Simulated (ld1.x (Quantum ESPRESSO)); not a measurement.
Configuration tests for P (Z = 15) (RRKJ)

```json
{"Element": "phosphorus", "Generator": "ld1.x (Quantum ESPRESSO) 7.5", "Type": "norm-conserving RRKJ (Kleinman–Bylander form)", "Functional": "PBEsol", "Relativity": "non-relativistic", "Frozen core": "[Ne]", "Valence charge": "5", "Reference configuration": "3s2 3p3", "Partial waves": "3p (bound): rc 1.75 bohr; 3s (bound): rc 1.35 bohr", "Local potential": "the s channel", "Core correction": "a·sin(br)/r model core inside 0.85 bohr", "rho0": "0.02"}
```

Energies are relative to the spin-unpolarised reference configuration 3s2 3p3; without spin polarisation the order of configurations can differ from experiment.

```csv
valence configuration,charge,ΔE all-electron (eV),error AE − PS (meV)
3s2 3p2,+1,9.710,+4.1
3s2 3p1,+2,28.834,+29
3s1 3p3,+1,18.710,+0.7
3s2 3p2.5,+0.5,3.766,+0.7
3s2 3p3.3,-0.3,-1.302,+0.1
3s1 3p4,0,8.422,-4.4
```

Task: What are ΔE and the potential's error for 3s2 3p0?

Result: ΔE = 58.550 eV all-electron; the error (AE − PS) is +105 meV.
